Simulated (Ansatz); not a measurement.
Steps of a relaxation of ClFH4OSiSn (`[OH][SnH]([Cl])[SiH2]F`) with RKS PBE-D4/def2-SVP.

```sh
$ ansatz run in.yaml --threads 4 --pin off --events-out ev --progress --plain --max-ram 10444MiB
```

```yaml
crystal:
  periodic: [false, false, false]
  atoms:
    - {symbol: O, position_ang: [1.304000, 1.838900, -0.553200]}
    - {symbol: Sn, position_ang: [1.027000, -0.067500, -0.289100]}
    - {symbol: Cl, position_ang: [2.292700, -0.747600, 1.541700]}
    - {symbol: Si, position_ang: [-1.316600, -0.556300, 0.158400]}
    - {symbol: F, position_ang: [-2.318500, -0.081100, -1.173000]}
    - {symbol: H, position_ang: [0.863200, 2.310900, 0.244700]}
    - {symbol: H, position_ang: [1.576800, -0.921700, -1.718400]}
    - {symbol: H, position_ang: [-1.521300, -1.995800, 0.363000]}
    - {symbol: H, position_ang: [-1.818900, 0.173900, 1.408800]}
basis:
  gaussian: {orbitals: def2-SVP}
hamiltonian: {xc: pbe, dispersion: d4}
relax: {f_tol: 0.03, max_steps: 200}
```

Positions (Å) and forces (eV/Å) along the path, 11 of 11 steps:

```xyz
9
step=1 energy=-31038.8718 eV
O     1.304    1.839   -0.553   -0.595    2.252    1.413
Sn    1.027   -0.068   -0.289    0.742   -1.170   -1.336
Cl    2.293   -0.748    1.542    0.403   -0.239    0.662
Si   -1.317   -0.556    0.158   -3.007    0.887   -0.616
F    -2.318   -0.081   -1.173    1.379   -0.513    1.572
H     0.863    2.311    0.245    0.914   -0.733   -1.597
H     1.577   -0.922   -1.718    0.108    0.304    0.256
H    -1.521   -1.996    0.363   -0.074   -0.635    0.047
H    -1.819    0.174    1.409    0.130   -0.153   -0.401
9
step=2 energy=-31039.2005 eV
O     1.356    1.884   -0.589   -0.283    0.402    0.466
Sn    1.035   -0.082   -0.374   -0.301   -0.140    0.417
Cl    2.301   -0.775    1.537    0.021   -0.019    0.001
Si   -1.451   -0.620    0.275   -0.228    0.864   -1.683
F    -2.219   -0.065   -1.155    0.530   -0.593    1.512
H     0.937    2.362    0.174    0.332   -0.308   -0.552
H     1.733   -0.815   -1.760    0.057    0.031   -0.115
H    -1.651   -2.092    0.406   -0.138   -0.128    0.081
H    -1.951    0.157    1.468    0.010   -0.110   -0.127
9
step=3 energy=-31039.2228 eV
O     1.381    1.885   -0.595   -0.100    0.018    0.186
Sn    1.049   -0.081   -0.339   -0.024    0.045    0.017
Cl    2.318   -0.785    1.571   -0.121    0.026   -0.083
Si   -1.440   -0.613    0.220   -1.206    0.582   -1.464
F    -2.405   -0.111   -1.118    1.196   -0.552    1.509
H     0.999    2.382    0.160    0.103   -0.061   -0.162
H     1.765   -0.778   -1.741    0.035    0.001   -0.016
H    -1.657   -2.086    0.397    0.039   -0.051    0.027
H    -1.922    0.141    1.429    0.078   -0.009   -0.015
9
step=4 energy=-31039.2726 eV
O     1.383    1.879   -0.583   -0.068    0.087    0.084
Sn    1.038   -0.084   -0.343   -0.104    0.092   -0.031
Cl    2.322   -0.775    1.541   -0.035   -0.050    0.111
Si   -1.455   -0.611    0.209   -0.842    0.367   -0.961
F    -2.412   -0.125   -1.101    0.844   -0.358    1.009
H     1.010    2.389    0.167    0.069   -0.080   -0.112
H     1.785   -0.781   -1.721    0.032   -0.015   -0.110
H    -1.661   -2.086    0.395    0.033   -0.027    0.029
H    -1.922    0.148    1.421    0.069   -0.017   -0.019
9
step=5 energy=-31039.3185 eV
O     1.374    1.882   -0.597    0.012    0.078   -0.004
Sn    1.024   -0.079   -0.359   -0.123    0.045   -0.020
Cl    2.243   -0.781    1.568    0.003   -0.038    0.062
Si   -1.461   -0.620    0.206    0.066   -0.041    0.056
F    -2.376   -0.149   -1.070   -0.051    0.040   -0.098
H     1.059    2.402    0.169    0.012   -0.070   -0.029
H     1.777   -0.753   -1.754    0.034   -0.005   -0.022
H    -1.649   -2.098    0.403    0.017    0.015    0.039
H    -1.903    0.150    1.418    0.029   -0.023    0.016
9
step=6 energy=-31039.3205 eV
O     1.380    1.886   -0.607    0.035   -0.023   -0.082
Sn    1.019   -0.072   -0.371   -0.060   -0.049   -0.054
Cl    2.218   -0.779    1.570   -0.011   -0.026    0.050
Si   -1.462   -0.619    0.204    0.049   -0.020    0.028
F    -2.391   -0.153   -1.065   -0.035    0.026   -0.069
H     1.061    2.374    0.174   -0.031    0.127    0.102
H     1.799   -0.739   -1.754    0.011   -0.025   -0.024
H    -1.643   -2.095    0.411    0.018   -0.001    0.028
H    -1.891    0.151    1.420    0.023   -0.009    0.021
9
step=7 energy=-31039.3237 eV
O     1.381    1.899   -0.617    0.034   -0.057   -0.013
Sn    1.020   -0.063   -0.384   -0.068   -0.029   -0.051
Cl    2.154   -0.807    1.587    0.008    0.007    0.013
Si   -1.449   -0.620    0.206   -0.020    0.002   -0.024
F    -2.394   -0.158   -1.056   -0.014    0.004   -0.017
H     1.065    2.389    0.165   -0.014    0.076    0.049
H     1.805   -0.735   -1.765    0.018   -0.001    0.010
H    -1.625   -2.097    0.420    0.028    0.001    0.017
H    -1.870    0.146    1.427    0.026   -0.003    0.017
9
step=8 energy=-31039.3258 eV
O     1.389    1.902   -0.618    0.005   -0.053    0.026
Sn    1.011   -0.060   -0.400    0.016    0.015   -0.021
Cl    2.115   -0.809    1.591   -0.010    0.012   -0.017
Si   -1.449   -0.622    0.202   -0.042   -0.004   -0.006
F    -2.413   -0.166   -1.048   -0.013   -0.003   -0.003
H     1.079    2.395    0.167    0.003    0.018   -0.005
H     1.821   -0.732   -1.767   -0.002    0.010    0.023
H    -1.611   -2.098    0.425    0.021    0.004    0.003
H    -1.854    0.143    1.430    0.022    0.000    0.001
9
step=9 energy=-31039.3263 eV
O     1.413    1.908   -0.616   -0.012   -0.051    0.055
Sn    1.004   -0.051   -0.419    0.030    0.044   -0.040
Cl    2.036   -0.822    1.608   -0.032    0.023   -0.059
Si   -1.453   -0.621    0.184   -0.028   -0.003    0.051
F    -2.482   -0.192   -1.025    0.062   -0.019    0.047
H     1.098    2.403    0.166    0.012   -0.011   -0.034
H     1.844   -0.722   -1.769    0.005    0.007    0.030
H    -1.568   -2.099    0.428   -0.014    0.023   -0.018
H    -1.803    0.150    1.426   -0.023   -0.014   -0.031
9
step=10 energy=-31039.3277 eV
O     1.425    1.907   -0.611   -0.028   -0.024    0.034
Sn    0.999   -0.049   -0.430    0.018    0.041    0.009
Cl    2.027   -0.821    1.595   -0.002   -0.005   -0.001
Si   -1.453   -0.623    0.195   -0.002    0.013   -0.019
F    -2.465   -0.190   -1.025    0.012   -0.018    0.042
H     1.092    2.406    0.161    0.017   -0.025   -0.039
H     1.853   -0.721   -1.769   -0.010    0.008    0.006
H    -1.574   -2.102    0.433   -0.002    0.019   -0.008
H    -1.816    0.147    1.434   -0.003   -0.011   -0.025
9
step=11 energy=-31039.3280 eV
O     1.426    1.906   -0.612   -0.013   -0.014    0.025
Sn    1.002   -0.049   -0.426    0.006    0.026   -0.007
Cl    2.029   -0.827    1.595    0.000   -0.001    0.003
Si   -1.451   -0.621    0.194   -0.027    0.000   -0.010
F    -2.468   -0.192   -1.023    0.018   -0.006    0.020
H     1.090    2.407    0.158    0.010   -0.011   -0.021
H     1.852   -0.718   -1.768   -0.003    0.001    0.001
H    -1.573   -2.099    0.432    0.006    0.006   -0.003
H    -1.819    0.147    1.432    0.004   -0.001   -0.009
```

It took 14 s on 4 threads of an Arm Neoverse V2 on a shared host, with 0.18 GiB of host memory at the peak.
